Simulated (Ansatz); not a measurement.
Species: GeBr2 (charge +1, doublet). SMILES of the parent species: [Br][Ge][Br]
Structure (B3LYP-D3(BJ)/def2-TZVP (Ansatz, a program for electronic structure) minimum search):
```
Ge
Br 1 2.2626
Br 1 2.2626 2 120.69
```
Charge +1, spin multiplicity 2.

**Question.** Give the harmonic wavenumbers at B3LYP-D3(BJ)/def2-TZVP (Ansatz, finite differences of forces, unscaled).

**Answer.** 86, 267, 333 cm⁻¹. Zero-point energy 1.0 kcal/mol.

**Question.** From these and the geometry, give the ideal-gas thermochemistry at 298.15 K and 1 atm (rigid rotor, harmonic oscillator).

**Answer.** Point group C2v, rotational symmetry number 2. Rotational constants 8.075, 0.8181, 0.7428 GHz. S(trans) 42.23, S(rot) 27.20, S(vib) 6.61, S(elec, spin only) 1.38, S 77.4 cal/(mol K). H(298) - H(0) 3.38 kcal/mol; G - E(el) -18.7 kcal/mol.
